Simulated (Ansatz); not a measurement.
Si41H46⁺, a nanocrystal cut from hexagonal silicon. Total charge 1; doublet. Geometry PBE-D4/def2-SVP, that of the neutral singlet; atoms count from 1.

```xyz
87

Si   -3.932   -1.283    3.217
Si   -4.596    0.637    2.034
Si   -4.032    2.632    3.175
Si   -4.305   -1.293   -1.285
Si   -3.575    0.606   -0.084
Si   -4.194    2.555   -1.246
Si   -2.414    3.817    1.936
Si   -3.648    4.468    0.036
Si   -3.128    2.553   -3.341
Si   -0.988   -3.350    4.564
Si   -1.599   -1.353    3.480
Si   -0.750    0.456    4.745
Si   -1.358   -3.276    0.153
Si   -2.442   -2.618   -1.830
Si   -0.622   -1.372    1.344
Si   -1.239    0.577    0.185
Si    0.562    1.830    3.356
Si   -0.551    2.488    1.387
Si   -0.954   -1.350   -3.142
Si   -0.220    0.544   -1.932
Si   -0.792    2.498   -3.104
Si    0.964    3.741    0.089
Si    0.076    4.395   -1.990
Si    0.211    2.380   -5.229
Si    1.346   -3.370    4.873
Si    1.632   -5.272    1.565
Si    0.486   -4.631   -0.388
Si    2.349   -3.351    2.748
Si    1.711   -1.404    1.599
Si    2.429    0.505    2.797
Si    1.949   -3.368   -1.730
Si    0.895   -2.684   -3.719
Si    2.687   -1.470   -0.530
Si    2.110    0.501   -1.659
Si    3.960    1.719    1.491
Si    2.828    2.404   -0.451
Si    2.435   -1.440   -4.990
Si    3.147    0.458   -3.767
Si    2.552    2.385   -4.973
Si    5.021   -1.550   -0.290
Si    5.781    0.343    0.913
H    -4.603   -1.339    4.568
H    -4.346   -2.506    2.433
H    -6.094    0.603    1.829
H    -5.267    3.497    3.248
H    -3.589    2.347    4.586
H    -5.279   -2.080   -0.441
H    -5.020   -0.853   -2.539
H    -5.693    2.520   -1.449
H    -1.945    5.031    2.703
H    -4.935    5.089    0.525
H    -2.932    5.497   -0.798
H    -3.546    1.316   -4.100
H    -3.533    3.762   -4.149
H    -1.708   -3.457    5.886
H    -1.391   -4.529    3.712
H    -1.864    1.206    5.427
H     0.155   -0.095    5.821
H    -2.328   -4.052    1.015
H    -2.855   -3.851   -2.602
H     1.023    3.066    4.095
H    -1.663   -0.890   -4.394
H     1.417    4.942    0.887
H    -0.969    5.472   -1.867
H     1.213    4.955   -2.812
H    -0.216    1.106   -5.918
H    -0.240    3.546   -6.074
H     1.773   -4.598    5.641
H     1.758   -2.152    5.660
H     0.730   -6.100    2.447
H     2.828   -6.115    1.197
H     0.011   -5.841   -1.160
H     3.856   -3.365    2.870
H     3.098    0.041    4.072
H     3.160   -4.207   -2.071
H     0.418   -3.899   -4.481
H     4.425    2.935    2.259
H     3.762    3.202   -1.334
H     1.799   -0.996   -6.285
H     3.628   -2.301   -5.326
H     4.644    0.397   -3.565
H     2.971    3.624   -4.223
H     3.236    2.391   -6.318
H     5.405   -2.814    0.439
H     5.664   -1.587   -1.654
H     6.494   -0.101    2.166
H     6.757    1.126    0.069
```

Single mean-field runs in def2-SVP are fitted with def2-universal-jkfit.

Question: Estimate the Mulliken populations of the heavy atoms from the PBE0/def2-SVP orbitals of Ansatz.

Answer: 
```
atom  charge (e)  spin (α − β)
 Si1        0.18          0.00
 Si2       -0.01          0.02
 Si3        0.09          0.00
 Si4        0.20          0.00
 Si5       -0.28          0.01
 Si6       -0.01          0.02
 Si7       -0.04          0.00
 Si8        0.09          0.00
 Si9        0.18          0.00
Si10        0.13          0.02
Si11       -0.29          0.05
Si12        0.16          0.01
Si13        0.01          0.00
Si14       -0.05          0.02
Si15       -0.11          0.06
Si16       -0.01          0.09
Si17        0.01          0.03
Si18       -0.20          0.01
Si19        0.01          0.00
Si20       -0.11          0.06
Si21       -0.29          0.05
Si22        0.01          0.03
Si23        0.16          0.01
Si24        0.13          0.03
Si25        0.09          0.01
Si26        0.13          0.01
Si27       -0.05          0.02
Si28       -0.05          0.05
Si29       -0.16          0.04
Si30        0.03          0.00
Si31        0.03          0.01
Si32       -0.05          0.02
Si33       -0.19          0.07
Si34       -0.16          0.04
Si35       -0.05          0.02
Si36        0.03          0.00
Si37        0.13          0.01
Si38       -0.05          0.05
Si39        0.09          0.01
Si40        0.14          0.00
Si41        0.10          0.00
```
Mulliken values depend strongly on the basis.

Question: Where does the spin sit?

Answer: Summed by element: Si 0.88, H 0.12, of 1 unpaired in all. Largest on single atoms: Si16 0.09, Si33 0.07, Si20 0.06.

Question: And the Mayer bond orders between heavy atoms (over 0.3, the first 40 of 59)?

Answer: Si1–Si2 0.93 (2.35 Å); Si1–Si11 0.92 (2.35 Å); Si2–Si3 0.92 (2.37 Å); Si2–Si5 0.91 (2.35 Å); Si3–Si7 0.93 (2.36 Å); Si4–Si5 0.89 (2.36 Å); Si4–Si14 0.93 (2.35 Å); Si5–Si6 0.91 (2.35 Å); Si5–Si16 0.93 (2.35 Å); Si6–Si8 0.92 (2.37 Å); Si6–Si9 0.93 (2.35 Å); Si7–Si8 0.93 (2.36 Å); Si7–Si18 0.91 (2.35 Å); Si9–Si21 0.92 (2.35 Å); Si10–Si11 0.90 (2.35 Å); Si10–Si25 0.94 (2.35 Å); Si11–Si12 0.90 (2.36 Å); Si11–Si15 0.89 (2.35 Å); Si12–Si17 0.92 (2.35 Å); Si13–Si14 0.91 (2.35 Å); Si13–Si15 0.90 (2.36 Å); Si13–Si27 0.92 (2.35 Å); Si14–Si19 0.91 (2.35 Å); Si15–Si16 0.88 (2.35 Å); Si15–Si29 0.95 (2.35 Å); Si16–Si18 0.92 (2.36 Å); Si16–Si20 0.88 (2.35 Å); Si17–Si18 0.89 (2.36 Å); Si17–Si30 0.93 (2.36 Å); Si18–Si22 0.89 (2.36 Å); Si19–Si20 0.90 (2.36 Å); Si19–Si32 0.92 (2.35 Å); Si20–Si21 0.89 (2.35 Å); Si20–Si34 0.95 (2.35 Å); Si21–Si23 0.90 (2.36 Å); Si21–Si24 0.90 (2.35 Å); Si22–Si23 0.92 (2.35 Å); Si22–Si36 0.93 (2.36 Å); Si24–Si39 0.94 (2.35 Å); Si25–Si28 0.93 (2.35 Å).
